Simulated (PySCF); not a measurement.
**Does the structure fit the spectrum?**

A compound C₇H₁₄F₂Si gives the data below (simulated from a calculation) and was assigned the structure `CC(C)(C)[C@H]([SiH3])/C(F)=C/F`.

$^{13}$C{$^{1}$H} NMR (computed): δ 181.3 (C), 111.1 (C), 85.5 (CH2), 38.7 (C), 30.9 (CH3, 3C).

$^{1}$H NMR (600 MHz, computed): δ 5.58 (m, 2H), 4.42 (s, 3H), 1.30 (s, 9H).

- GFN2-xTB structure
- PBE0/pcSseg-1 with gauge-including orbitals
- program: PySCF 2.14
- non-relativistic, isolated molecule, rapidly exchanging positions averaged, single conformer

Shifts are taken against calculated references (same method and geometry level): TMS for $^{1}$H and $^{13}$C.

(1) Compare with the shifts computed for the proposed structure, pairing carbons in order of shift.

(2) Which isomer fits?

Results:

(1) Structure with atom numbers: `[CH3:1][C:2]([CH3:3])([CH3:4])[C@H:5]([SiH3:6])/[C:7]([F:8])=[CH:9]/[F:10]`. Hydrogens are named by the atom that carries them.

```tsv
atom	computed for proposal	given list	difference
C7	160.9	181.3	-20.4
C9	142.5	111.1	+31.4
C5	39.0	85.5	-46.5
C2	33.8	38.7	-4.9
C1	32.1	30.9	+1.2
C3	32.1	30.9	+1.2
C4	32.1	30.9	+1.2
```

The rms difference is 22.7 ppm and the largest -46.5 ppm at C5 (allylic sp3 CH bonded to Si). The carbon types in order of shift don't match either: C, CH, CH, C, CH3, CH3, CH3 for the proposal against C, C, CH2, C, CH3, CH3, CH3 in the data. The proposal doesn't fit.

(2) SMILES CC(C)(C)/C(F)=C(\[SiH3])CF.

1. Carbon types of the structure: 3 × C, 1 × CH2, 3 × CH3, leaving 3 H on heteroatoms.
2. δC 181.3, 111.1: fully substituted alkene carbon.
3. δC 85.5: allylic sp3 CH2 bonded to F; deshielded by the electronegative neighbour.
4. δC 38.7: allylic quaternary sp3 carbon; saturated and bonded to C and H only.
5. δC 30.9: methyl carbon; aliphatic region, no heteroatom directly attached.

Other isomers checked: C[C@@H]1[C@@H](F)CC[Si@H](C)[C@H]1F (rms 38.8 ppm).

The shifts were computed for this structure.

Splittings by $^{19}$F in the carbon and heteronuclear signals aren't shown, as no couplings were computed. Shifts are as computed. Against solution values, carbons near 30 ppm lie about +3 ppm off and those near 130 ppm about +5 ppm. Of 1211 compounds with measured shifts, 218 miss one by over three times the rms of a fit or turn the order of signals round; such compounds aren't used in these exercises. No couplings were computed; multiplicities are counted from neighbouring protons, with m where these are inequivalent, close in shift, in a saturated or five-membered ring or joined by F or P, and br s for small geminal =CH2 splittings.
